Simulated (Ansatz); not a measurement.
Process, species as SMILES: [MoH6] (MoH6) → [MoH6] (MoH6) as doublet, charge +1 + e-
Structures are relaxed separately at B3LYP-D3(BJ)/def2-TZVP in Ansatz (a first-principles code). High T1 diagnostic, so coupled cluster is less sure: [MoH6] (MoH6). [MoH6] (MoH6) as doublet, charge +1: The spin state was set by rule; other spins were not relaxed.

Quantity: adiabatic ionisation energy (electronic energy difference), in eV. Valence correlation only, unless marked. UHF or UKS for open shells. Spin-orbit coupling is left out. The frozen core is the preceding noble-gas configuration, with the filled d and f shells of earlier blocks. Past Kr the def2 sets carry scalar-relativistic core potentials. CBS marks a two-point X^-3 extrapolation of the correlation energy; Hartree-Fock from the larger set. The bracket is a focal-point correction in the basis named.

```csv
level,program,adiabatic ionisation energy (eV)
SVWN5/def2-TZVPD,Ansatz,8.32
BLYP-D3(BJ)/def2-TZVPD,Ansatz + dftd3,[?]
revPBE-D4/def2-TZVPD,Ansatz + dftd4,8.20
B3LYP-D4/def2-TZVPD,Ansatz + dftd4,7.88
PBE0/def2-TZVPD,Ansatz,[?]
HSE06-D3(BJ)/def2-TZVPD,Ansatz + dftd3,[?]
"RI-MP2/CBS(def2-TZVPPD,def2-QZVPPD)+[CCSD(T)-MP2]/def2-TZVPPD",Ansatz,7.53
```

**Question.** Some entries are withheld; supply them.

**Answer.** 
- BLYP-D3(BJ)/def2-TZVPD, adiabatic ionisation energy (eV): 8.05
- PBE0/def2-TZVPD, adiabatic ionisation energy (eV): 7.57
- HSE06-D3(BJ)/def2-TZVPD, adiabatic ionisation energy (eV): 7.58
